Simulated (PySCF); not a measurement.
## [NdCl3(H2O)]− at several levels of theory

Computed with PySCF 2.14.0 (density fitting, no spin-orbit coupling) at the geometry relaxed with PBE0:

```xyz
7
[NdCl3(H2O)]− (singlet in the valence; each metal's 4f electrons, 4 of them, lie in its core potential, out of spins and levels)
Nd    0.0089    0.3136    0.3710
Cl    1.8636    1.6457    1.9318
Cl   -2.5951   -0.4190    1.1194
Cl    0.5086   -0.9873   -2.0657
O    -1.7406    1.1179   -1.4827
H    -2.4023    0.6314   -0.9496
H    -1.3293    0.4330   -2.0491
```

```csv
level,basis,state,HOMO (eV),gap (eV),charge on Nd1 (e),population of f-type functions on Nd1 (polarisation alone where 4f lies in the core),dipole about the centre of mass (D),largest force component (eV/Å)
PBE0,"Nd lcecp-0-SVP with ECP50, Cl def2-SVP, O def2-SVP, H def2-SVP",singlet,–,–,0.52,0.02,0.61,0.01
BLYP,the same,singlet,–,–,0.27,0.02,0.70,0.87
PBE0,"Nd lcecp-0-TZVP with ECP50, Cl def2-TZVP, O def2-TZVP, H def2-TZVP",singlet,–,–,1.04,0.04,0.39,0.26
```

In the lcecp rows the 4f levels are missing from HOMO and gap, and the state counts the valence alone.

Charges are Mulliken's, which hang on the basis. The relaxation used the grid (50, 194), these runs (75, 302) or, all-electron (x2c bases, spin-free X2C Hamiltonian), (99, 590).

What does r2SCAN with Nd lcecp-0-SVP with ECP50, Cl def2-SVP, O def2-SVP, H def2-SVP give here?

state singlet, charge on Nd1 (e) 0.52, population of f-type functions on Nd1 (polarisation alone where 4f lies in the core) 0.02, dipole about the centre of mass (D) 0.64, largest force component (eV/Å) 0.24. Time: 8.5 s on 2 threads of Arm Neoverse V1 (shared host), from an already converged density.

An lcecp potential fixes the number of 4f electrons, so in runs with it no electron can move into or out of that shell; real Nd(II) is rare or takes another configuration.
